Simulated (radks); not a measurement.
Spherical jellium clusters: N electrons in a uniform positive sphere of charge N and radius rs N^(1/3), rs = 5.31 bohr. Calculated with a radial shooting solver with Libxc functionals: non-relativistic Kohn-Sham, PBE, spin-polarised, spherical densities. Levels are named by radial order and angular momentum (1s, 1p, 1d, 2s, ...), and open shells are averaged over m.

N = 6, configuration 1s2 1p(up 3, down 1). This is the lowest configuration that the search found. Occupied levels:

level,occupation,eigenvalue (eV),<r> (bohr)
1s up,1,-3.3424,6.703
1s down,1,-3.0917,6.254
1p up,3,-2.5592,7.816
1p down,1,-2.1922,7.736

Energy (eV): total -10.1538, kinetic 6.6404, external -120.47, Hartree 59.813, exchange-correlation -17.049, background 60.915.

Electron density:

r (bohr),n(r) (e/bohr^3)
0.699,0.001337
1.87,0.001507
3.04,0.001764
4.20,0.001990
5.37,0.002035
6.54,0.001802
7.71,0.001332
8.88,0.0007985
10.0,0.0003823
11.2,0.0001556
12.4,0.00005889
13.6,0.00002144
14.7,7.644e-06
